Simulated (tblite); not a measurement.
C6H8ClO (doublet state).
Geometry (GFN2-xTB, Å), atoms numbered from 1 in this order:
```xyz
16
C6H8ClO angstrom
C      2.6437    0.1544    0.1377
O      1.5943   -0.7849    0.1360
C      0.3368   -0.2932    0.0432
C     -0.1081    1.0054   -0.0581
C     -1.4899    1.0151   -0.1293
Cl    -2.4774    2.3980   -0.2679
C     -2.0606   -0.3684   -0.0756
C     -0.8128   -1.2625    0.0433
H      3.5641   -0.4204    0.2211
H      2.5608    0.8388    0.9876
H      2.6574    0.7349   -0.7899
H      0.5013    1.8898   -0.0802
H     -2.6420   -0.5928   -0.9741
H     -2.7327   -0.4870    0.7788
H     -0.7262   -1.9627   -0.7903
H     -0.8164   -1.8556    0.9605
```

Level: GFN2-xTB in tblite, geometry and Hessian alike; calculated harmonic values, unscaled, isolated species. The method is semi-empirical: single wavenumbers can be off by several per cent or more. One conformer, not necessarily the lowest. Open shells enter through the occupations alone, without spin polarisation, and single modes of such species can be off by tens of per cent.

Harmonic wavenumbers (cm⁻¹): 91.9, 119.6, 140.0, 161.8, 194.6, 295.3, 297.5, 412.5, 428.0, 444.3, 603.8, 793.3, 830.0, 842.4, 900.3, 982.2, 1029.6, 1036.7, 1087.5, 1103.6, 1118.1, 1153.9, 1166.5, 1204.0, 1230.3, 1271.3, 1291.7, 1397.6, 1415.8, 1455.1, 1462.2, 1474.3, 1477.1, 1536.5, 2918.7, 2934.4, 2945.8, 2950.3, 2952.3, 2973.9, 3031.9, 3145.9.

A = 3711, B = 952.4, C = 768.8 MHz; mass 131.026 u (most abundant isotopes); point group Cs, symmetry number 1; spin multiplicity 2.

Zero-point energy?

Half the sum of the wavenumbers: 27151 cm⁻¹ = 324.80 kJ/mol.

What is S at 400 K and 1 bar for an ideal gas of classical rigid rotors and harmonic oscillators?

Translation 175.77, rotation 125.67, vibration 125.25, spin (R ln 2) 5.76: S = 432.5 J/(mol K).

And Cp and H(400 K) − H(0)?

Cp = 169.40 J/(mol K), of which vibrations give 136.14 (their classical limit is 42 R = 349.2); H(400 K) − H(0) = 40.49 kJ/mol without the zero-point energy, 27.18 from vibrations.

Blend soft modes into free rotors: weight 1/[1 + (100 cm⁻¹/ν̃)⁴] for the oscillator and the rest for a rotor with moment μB/(μ + B), μ = h/(8π²ν), B = 10⁻⁴⁴ kg m². What vibrational entropy results?

121.18 J/(mol K) in place of 125.25, which changes −T·S at 400 K by +1.63 kJ/mol.

What must be added to the electronic energy to get the Gibbs energy at 400 K and 1 bar?

ZPE + [H(400 K) − H(0)] − T·S = 324.80 + 40.49 − 172.98 = 192.31 kJ/mol.

Which modes carry the vibrational entropy at 400 K?

91.9 cm⁻¹: 17.56; 119.6 cm⁻¹: 15.39; 140.0 cm⁻¹: 14.11; 161.8 cm⁻¹: 12.93; 194.6 cm⁻¹: 11.45; 295.3 cm⁻¹: 8.19 J/(mol K); the other 36 give 45.63 together.

How do the functions run with temperature in this model?

| T (K) | S (J/(mol K)) | Cp (J/(mol K)) | H − H(0) (kJ/mol) | G − H(0) (kJ/mol) | ln q(vib) |
| --- | --- | --- | --- | --- | --- |
| 150 | 314.3 | 86.6 | 8.71 | -38.44 | 1.80 |
| 250 | 365.8 | 118.0 | 18.92 | -72.54 | 3.83 |
| 298.15 | 388.0 | 134.5 | 25.00 | -90.69 | 4.81 |
| 600 | 512.4 | 225.3 | 80.29 | -227.14 | 10.96 |
| 900 | 614.7 | 278.3 | 156.53 | -396.70 | 16.82 |

q(vib) and H(0) count from the zero-point level.

Hindered rotation and anharmonicity are outside this model. Other conformers, if any are populated, would add a mixing term that is left out.
